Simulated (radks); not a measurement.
The platinum anion Pt-, configuration [Xe] 4f14 5d9 6s2. All-electron calculation, scalar-relativistic Kohn-Sham, r2SCAN, spin-unpolarised, spherical densities, finite nucleus; meta-GGA in the generalised Kohn-Sham scheme; Fermi nuclear charge, rms radius 5.427 fm; hard spherical wall at 3 bohr. Program: a radial shooting solver on a logarithmic mesh with Libxc functionals.

Local quantities along the radius. ELF = 1/(1 + alpha^2) is the electron localisation function; alpha = (tau - tau_W)/tau_unif compares the Pauli kinetic energy density with that of the uniform gas; 4 pi r^2 rho is in e/bohr. tau is taken from the large components.

r (bohr)    ELF    alpha  4 pi r^2 rho
0.001442  0.999  0.02546         16.68
0.001639  0.999  0.02676         19.97
0.001878  0.999  0.02846         24.05
0.002152  0.999  0.03058         28.81
0.002465  0.999  0.03322         34.29
0.002802  0.999  0.03634         40.14
0.00321   0.998  0.04050         47.07
0.003678  0.998  0.04585         54.68
0.004214  0.997  0.05282         62.85
0.004789  0.996  0.06140         70.87
0.005487  0.995  0.07356         79.45
0.006286  0.992  0.09022         87.71
0.007202  0.987   0.1135         95.17
0.008186  0.980   0.1445         101.0
0.009378  0.964   0.1921         105.4
0.01074   0.936   0.2625         107.7
0.01231   0.881   0.3677         107.6
0.0141    0.785   0.5229         105.4
0.01603   0.655   0.7260         102.1
0.01836   0.502   0.9956         98.30
0.02104   0.385    1.263         95.81
0.0241    0.334    1.414         96.29
0.0274    0.349    1.367         100.6
0.03139   0.428    1.156         109.4
0.03596   0.549   0.9057         121.4
0.0412    0.663   0.7135         133.9
0.04682   0.727   0.6123         142.8
0.05364   0.741   0.5919         145.9
0.06146   0.690   0.6707         141.2
0.07041   0.569   0.8705         130.5
0.08003   0.430    1.151         119.7
0.09169   0.348    1.369         113.2
0.105     0.382    1.271         115.5
0.1203    0.516   0.9690         125.0
0.1368    0.649   0.7357         133.6
0.1567    0.718   0.6275         133.8
0.1795    0.685   0.6777         120.7
0.2057    0.527   0.9482         99.00
0.2357    0.325    1.440         79.78
0.2678    0.278    1.611         72.46
0.3069    0.416    1.184         76.79
0.3516    0.615   0.7910         84.98
0.4028    0.710   0.6398         86.39
0.4578    0.703   0.6502         77.47
0.5245    0.610   0.7996         60.69
0.6009    0.454    1.098         43.62
0.6884    0.336    1.405         31.47
0.7824    0.342    1.387         25.18
0.8964    0.457    1.090         21.77
1.027     0.568   0.8712         19.24
1.177     0.597   0.8212         16.48
1.337     0.574   0.8611         13.76
1.532     0.553   0.8982         11.12
1.755     0.570   0.8693         8.783
2.011     0.599   0.8189         6.398
2.286     0.568   0.8714         3.866
2.619     0.322    1.451         1.244

On this mesh the ELF has minima near r = 0.024, 0.092, 0.27, 0.69 bohr, which separate the shells, and maxima near 0.054 (0.74), 0.16 (0.72), 0.40 (0.71), 1.2 (0.60), 2.0 (0.60).
